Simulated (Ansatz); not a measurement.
Geometry optimisation, RKS B3LYP/def2-SVP (Ansatz).

input.yaml

```yaml
crystal:
  periodic: [false, false, false]
  atoms:
    - { symbol: C, position_ang: [-0.2395, -2.0432, 0.6463] }
    - { symbol: B, position_ang: [0.2342, -0.5525, 1.0083] }
    - { symbol: Si, position_ang: [-0.0555, 0.9281, -0.2364] }
    - { symbol: "N", position_ang: [0.7088, 0.8142, -1.8849] }
    - { symbol: C, position_ang: [-0.8549, 2.3286, 0.155] }
    - { symbol: "N", position_ang: [0.502, 2.3637, 0.483] }
    - { symbol: H, position_ang: [-1.3625, -1.9688, 0.507] }
    - { symbol: H, position_ang: [0.2272, -2.3165, -0.3164] }
    - { symbol: H, position_ang: [-0.0285, -2.6919, 1.4894] }
    - { symbol: H, position_ang: [0.8247, -0.3725, 2.0441] }
    - { symbol: H, position_ang: [1.42812, 1.45742, -1.92546] }
    - { symbol: H, position_ang: [-0.07733, 1.13912, -2.51821] }
    - { symbol: H, position_ang: [-1.858, 2.8811, 0.1597] }
basis:
  gaussian: { orbitals: def2-SVP }
hamiltonian:
  xc: b3lyp
relax:
  f_tol: 0.015
  max_steps: 40
output:
  orbitals: {}
```

Run as:

```bash
$ ansatz run input.yaml --threads 2 --pin off --max-ram 3072MiB --backend cpu --events-out ev --progress --plain --runs-dir out
```

Q: Where does it end, and by what steps?

A: It converged. The force dipped under the threshold on the way, but the program's further checks kept it going. After 27 steps the energy has fallen by 1.978 eV; H11 moved furthest, 1.23 Å.

| step | energy less start (eV) | largest force component (eV/Å) | accepted |
| --- | --- | --- | --- |
| 0 | 0.0000 | 5.424 | yes |
| 1 | -1.2999 | 2.859 | yes |
| 2 | -1.7364 | 1.534 | yes |
| 3 | -1.8056 | 0.508 | yes |
| 4 | -1.8573 | 0.560 | yes |
| 5 | -1.8614 | 1.300 | yes |
| 6 | -1.9347 | 0.295 | yes |
| 7 | -1.9579 | 0.253 | yes |
| 8 | -1.9654 | 0.243 | yes |
| 9 | -1.9561 | 0.422 | no |
| 10 | -1.9752 | 0.039 | yes |
| 11 | -1.9722 | 0.166 | no |
| 12 | -1.9756 | 0.033 | yes |
| 13 | -1.9768 | 0.092 | yes |
| 14 | -1.9749 | 0.245 | no |
| 15 | -1.9772 | 0.049 | yes |
| 16 | -1.9774 | 0.021 | yes |
| 17 | -1.9770 | 0.102 | no |
| 18 | -1.9776 | 0.014 | yes |
| 19 | -1.9777 | 0.019 | yes |
| 20 | -1.9778 | 0.029 | yes |
| 21 | -1.9778 | 0.031 | yes |
| 22 | -1.9779 | 0.021 | yes |
| 23 | -1.9780 | 0.016 | yes |
| 24 | -1.9779 | 0.034 | no |
| 25 | -1.9780 | 0.005 | yes |
| 26 | -1.9780 | 0.013 | yes |
| 27 | -1.9781 | 0.014 | yes |

```xyz
13
Properties=species:S:1:pos:R:3
C -0.033 -2.045 0.536
B -0.106 -0.549 0.991
Si -0.010 1.025 -0.200
N 0.414 0.794 -1.861
C -0.799 2.595 0.272
N 0.424 2.657 0.600
H -0.946 -2.571 0.878
H 0.089 -2.221 -0.543
H 0.792 -2.549 1.076
H -0.263 -0.300 2.164
H 1.238 0.252 -2.103
H 0.248 1.525 -2.546
H -1.601 3.352 0.347
```

Whether the end is a true minimum wasn't checked by a vibrational analysis.

Time of the run: 77 s on 2 threads of AMD EPYC 7R13 Processor (Zen 3), on a shared host, peak memory 0.32 GiB.
